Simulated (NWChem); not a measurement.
System: C$_{4}$H$_{5}$, doublet; SMILES C(=[CH])C=C

NWChem printed, in part:

```
             Northwest Computational Chemistry Package (NWChem) 7.3.0
             --------------------------------------------------------

                             Geometry "geometry" -> ""
                             -------------------------

 Output coordinates in angstroms (scale by  1.889725989 to convert to a.u.)

  No.       Tag          Charge          X              Y              Z
 ---- ---------------- ---------- -------------- -------------- --------------
    1 C                    6.0000    -0.05978000     1.93097100     0.00000000
    2 C                    6.0000     0.41642900     0.69812400     0.00000000
    3 C                    6.0000    -0.39845000    -0.52336000     0.00000000
    4 C                    6.0000     0.11608900    -1.76098800     0.00000000
    5 H                    1.0000    -1.03152200     2.40981300     0.00000000
    6 H                    1.0000     1.49934400     0.54665500     0.00000000
    7 H                    1.0000    -1.47871100    -0.38613200     0.00000000
    8 H                    1.0000     1.19027300    -1.93215900     0.00000000
    9 H                    1.0000    -0.51906900    -2.64169700     0.00000000

 Effective nuclear repulsion energy (a.u.)      96.5281212186

  pbe96 is a nonlocal functional; adding pw91lda local functional.
                              NWChem Property Module
                              ----------------------

  itol2e modified to match energy
  convergence criterion.

                                 NWChem DFT Module
                                 -----------------

 Summary of "ao basis" -> "ao basis" (spherical)
 ------------------------------------------------------------------------------
       Tag                 Description            Shells   Functions and Types
 ---------------- ------------------------------  ------  ---------------------
 C                           6-31g*                  6       14   3s2p1d
 H                           6-31g*                  2        2   2s

  itol2e modified to match energy
  convergence criterion.

            General Information
            -------------------
          SCF calculation type: DFT
          Wavefunction type:  spin polarized.
          No. of atoms     :     9
          No. of electrons :    29
           Alpha electrons :    15
            Beta electrons :    14
          Charge           :     0
          Spin multiplicity:     2
          Use of symmetry is: off; symmetry adaption is: off
          Maximum number of iterations: 150
          AO basis - number of functions:    66
                     number of shells:    34
          Convergence on energy requested:  1.00D-07
          Convergence on density requested:  1.00D-05
          Convergence on gradient requested:  5.00D-04

              XC Information
              --------------
          PerdewBurkeErnzerhof Exchange Functional  1.000
            Perdew 1991 LDA Correlation Functional  1.000 local
           PerdewBurkeErnz. Correlation Functional  1.000 non-local

             Grid Information
             ----------------
          Grid used for XC integration:  fine
          Radial quadrature: Mura-Knowles
          Angular quadrature: Lebedev.
          Tag              B.-S. Rad. Rad. Pts. Rad. Cut. Ang. Pts.
          ---              ---------- --------- --------- ---------
          C                   0.70       70          11.0       590
          H                   0.35       60          12.0       590
          Grid pruning is: on
          Number of quadrature shells:   580
          Spatial weights used:  Erf1

      Superposition of Atomic Density Guess
      -------------------------------------

 Sum of atomic energies:        -153.13217929

      Non-variational initial energy
      ------------------------------

 Total energy =    -155.355684
 1-e energy   =    -395.118744
 2-e energy   =     143.234938
 HOMO         =      -0.160155
 LUMO         =      -0.014063

   convergence    iter        energy       DeltaE   RMS-Dens  Diis-err
 ---------------- ----- ----------------- --------- --------- ---------
 d= 0,ls=0.0,diis     1   -155.0364695055 -2.52D+02  5.93D-03  8.98D-02
                                                     4.27D-03  8.38D-02
 d= 0,ls=0.0,diis     2   -155.0681769344 -3.17D-02  3.88D-03  1.88D-02
                                                     3.82D-03  1.90D-02
 d= 0,ls=0.0,diis     3   -155.0433356237  2.48D-02  2.99D-03  6.01D-02
                                                     2.61D-03  5.42D-02
 d= 0,ls=0.0,diis     4   -155.0795004903 -3.62D-02  4.57D-04  8.21D-04
                                                     4.86D-04  1.01D-03
 d= 0,ls=0.0,diis     5   -155.0799880015 -4.88D-04  2.37D-04  2.17D-04
                                                     1.74D-04  1.75D-04
  Resetting Diis
 d= 0,ls=0.0,diis     6   -155.0800832108 -9.52D-05  6.72D-05  4.15D-05
                                                     9.35D-05  5.65D-05
 d= 0,ls=0.0,diis     7   -155.0801147327 -3.15D-05  8.56D-05  6.60D-06
                                                     4.42D-05  2.54D-06
 d= 0,ls=0.0,diis     8   -155.0801141628  5.70D-07  3.75D-05  1.25D-05
                                                     4.23D-05  1.62D-05
 d= 0,ls=0.0,diis     9   -155.0801220559 -7.89D-06  2.78D-05  1.33D-06
                                                     1.58D-05  6.03D-07
 d= 0,ls=0.0,diis    10   -155.0801231625 -1.11D-06  1.80D-05  3.98D-07
                                                     3.03D-05  6.34D-07
 d= 0,ls=0.0,diis    11   -155.0801238801 -7.18D-07  1.10D-05  2.94D-07
                                                     4.61D-06  1.93D-07
 d= 0,ls=0.0,diis    12   -155.0801240529 -1.73D-07  1.51D-06  2.38D-08
                                                     3.27D-06  4.10D-08
 d= 0,ls=0.0,diis    13   -155.0801240744 -2.14D-08  1.07D-06  2.69D-09
                                                     7.20D-07  1.08D-09

         Total DFT energy =     -155.080124074350
      One electron energy =     -398.407872933877
           Coulomb energy =      170.062457634505
    Exchange-Corr. energy =      -23.262829993531
 Nuclear repulsion energy =       96.528121218553

 Numeric. integr. density =       29.000000572520

                    DFT Final Alpha Molecular Orbital Analysis
                    ------------------------------------------

[...]

          ----------------------
          Hyperfine Interactions
          ----------------------

 Total Spin Density (Fermi Contact Term)
 ------------------ --------------------
     Atom            x         y         z       Density (a.u.)      Aiso(MHz)     Aiso(Gauss)
     1  13-C     -0.11297   3.64901   0.00000       0.331565        372.741960     133.003376
     2  13-C      0.78694   1.31926   0.00000      -0.015106        -16.982069      -6.059614
     3  13-C     -0.75296  -0.98901   0.00000       0.074531         83.787554      29.897432
     4  13-C      0.21938  -3.32778   0.00000      -0.002312         -2.599260      -0.927479
     5   1-H     -1.94929   4.55389   0.00000       0.007250         32.407625      11.563827
     6   1-H      2.83335   1.03303   0.00000       0.020922         93.517648      33.369366
     7   1-H     -2.79436  -0.72968   0.00000      -0.001260         -5.630155      -2.008976
     8   1-H      2.24929  -3.65125   0.00000       0.000799          3.572982       1.274927
     9   1-H     -0.98090  -4.99208   0.00000       0.002208          9.868199       3.521213

           -------------------------------------------
           Anisotropic Interaction (Spin-Dipolar Term)
           -------------------------------------------

 ------------------------------------------------------------
     Atom            x         y         z
 ------------------------------------------------------------
     1  13-C     -0.11297   3.64901   0.00000

   Spin-Dipolar term (a.u.)
        xx             yy             zz             xy             xz             yz
 ------------------------------------------------------------------------------------------
       0.214018       0.146270      -0.360288       0.720274       0.000000       0.000000

   Principal Comp. of -hf- tensor (au)            Anisotropic -hfcc- (MHz)               Anisotropic -hfcc- (Gauss)
 --------------------------------------------------------------------------------------------------------------------------
      0.901214    -0.540926    -0.360288     120.934271   -72.587097   -48.347174      43.152282   -25.900838   -17.251445

   Orientation of the principal axis of Hyperfine Tensor w.r.t absolute (molecular) frame
 --------------------------------------------------------------------------------------------------------------------------
      0.723525    -0.690298    -0.000000
      0.690298     0.723525    -0.000000
      0.000000     0.000000     1.000000

 ------------------------------------------------------------
     Atom            x         y         z
 ------------------------------------------------------------
     2  13-C      0.78694   1.31926   0.00000

   Spin-Dipolar term (a.u.)
        xx             yy             zz             xy             xz             yz
 ------------------------------------------------------------------------------------------
       0.022427       0.116355      -0.138781      -0.015502      -0.000000      -0.000000

   Principal Comp. of -hf- tensor (au)            Anisotropic -hfcc- (MHz)               Anisotropic -hfcc- (Gauss)
 --------------------------------------------------------------------------------------------------------------------------
      0.019934     0.118847    -0.138781       2.674984    15.948129   -18.623113       0.954499     5.690679    -6.645179

   Orientation of the principal axis of Hyperfine Tensor w.r.t absolute (molecular) frame
 --------------------------------------------------------------------------------------------------------------------------
      0.987321    -0.158736     0.000000
      0.158736     0.987321     0.000000
     -0.000000    -0.000000     1.000000

 ------------------------------------------------------------
     Atom            x         y         z
 ------------------------------------------------------------
     3  13-C     -0.75296  -0.98901   0.00000

   Spin-Dipolar term (a.u.)
        xx             yy             zz             xy             xz             yz
 ------------------------------------------------------------------------------------------
      -0.036929       0.050932      -0.014002       0.043634       0.000000       0.000000

   Principal Comp. of -hf- tensor (au)            Anisotropic -hfcc- (MHz)               Anisotropic -hfcc- (Gauss)
 --------------------------------------------------------------------------------------------------------------------------
     -0.054917     0.068919    -0.014002      -7.369318     9.248300    -1.878983      -2.629551     3.300018    -0.670467

   Orientation of the principal axis of Hyperfine Tensor w.r.t absolute (molecular) frame
 --------------------------------------------------------------------------------------------------------------------------
      0.924525     0.381122     0.000000
     -0.381122     0.924525    -0.000000
     -0.000000     0.000000     1.000000

 ------------------------------------------------------------
     Atom            x         y         z
 ------------------------------------------------------------
     4  13-C      0.21938  -3.32778   0.00000

   Spin-Dipolar term (a.u.)
        xx             yy             zz             xy             xz             yz
 ------------------------------------------------------------------------------------------
       0.023451       0.045876      -0.069327      -0.008874       0.000000      -0.000000

   Principal Comp. of -hf- tensor (au)            Anisotropic -hfcc- (MHz)               Anisotropic -hfcc- (Gauss)
 --------------------------------------------------------------------------------------------------------------------------
      0.020364     0.048963    -0.069327       2.732646     6.570329    -9.302975       0.975074     2.344453    -3.319527

   Orientation of the principal axis of Hyperfine Tensor w.r.t absolute (molecular) frame
 --------------------------------------------------------------------------------------------------------------------------
      0.944489    -0.328544    -0.000000
      0.328544     0.944489     0.000000
      0.000000    -0.000000     1.000000

 ------------------------------------------------------------
     Atom            x         y         z
 ------------------------------------------------------------
     5   1-H     -1.94929   4.55389   0.00000

   Spin-Dipolar term (a.u.)
        xx             yy             zz             xy             xz             yz
 ------------------------------------------------------------------------------------------
       0.055593       0.001785      -0.057378      -0.036708       0.000000       0.000000

   Principal Comp. of -hf- tensor (au)            Anisotropic -hfcc- (MHz)               Anisotropic -hfcc- (Gauss)
 --------------------------------------------------------------------------------------------------------------------------
      0.074200    -0.016823    -0.057378      39.589728    -8.975698   -30.614030      14.126576    -3.202747   -10.923829

   Orientation of the principal axis of Hyperfine Tensor w.r.t absolute (molecular) frame
 --------------------------------------------------------------------------------------------------------------------------
      0.891950     0.452133    -0.000000
     -0.452133     0.891950    -0.000000
      0.000000     0.000000     1.000000

 ------------------------------------------------------------
     Atom            x         y         z
 ------------------------------------------------------------
     6   1-H      2.83335   1.03303   0.00000

   Spin-Dipolar term (a.u.)
        xx             yy             zz             xy             xz             yz
 ------------------------------------------------------------------------------------------
       0.000454       0.012628      -0.013082      -0.016469       0.000000      -0.000000

   Principal Comp. of -hf- tensor (au)            Anisotropic -hfcc- (MHz)               Anisotropic -hfcc- (Gauss)
 --------------------------------------------------------------------------------------------------------------------------
     -0.011017     0.024099    -0.013082      -5.877996    12.857864    -6.979868      -2.097412     4.587998    -2.490586

   Orientation of the principal axis of Hyperfine Tensor w.r.t absolute (molecular) frame
 --------------------------------------------------------------------------------------------------------------------------
      0.820582    -0.571529    -0.000000
      0.571529     0.820582    -0.000000
      0.000000    -0.000000     1.000000

 ------------------------------------------------------------
     Atom            x         y         z
 ------------------------------------------------------------
     7   1-H     -2.79436  -0.72968   0.00000

   Spin-Dipolar term (a.u.)
        xx             yy             zz             xy             xz             yz
 ------------------------------------------------------------------------------------------
       0.005928       0.003504      -0.009432       0.008402      -0.000000      -0.000000

   Principal Comp. of -hf- tensor (au)            Anisotropic -hfcc- (MHz)               Anisotropic -hfcc- (Gauss)
 --------------------------------------------------------------------------------------------------------------------------
      0.013205    -0.003773    -0.009432       7.045324    -2.013113    -5.032210       2.513942    -0.718328    -1.795615

[...]
```

Level: PBE/6-31G* (spherical d), spin-unrestricted, contact and dipolar terms. In the optimisation the excess spin sits in a' (Cs, its own frame). Geometry: optimised at B3LYP/6-31G* (spherical d), spin-unrestricted. No stability test was run on the SCF state.

### Question
Reconstruct the input file.

### Answer
This is not unique; one that fits is the input that was run:
```
start job
memory heap 200 mb stack 900 mb global 1100 mb
geometry units angstroms noautosym nocenter noautoz
  C     -0.059780     1.930971     0.000000
  C      0.416429     0.698124     0.000000
  C     -0.398450    -0.523360     0.000000
  C      0.116089    -1.760988     0.000000
  H     -1.031522     2.409813     0.000000
  H      1.499344     0.546655     0.000000
  H     -1.478711    -0.386132     0.000000
  H      1.190273    -1.932159     0.000000
  H     -0.519069    -2.641697     0.000000
end
basis spherical
  C library 6-31g*
  H library 6-31g*
end
dft
  odft
  mult 2
  xc xpbe96 cpbe96
  iterations 150
end
property
  hyperfine
end
task dft property
```
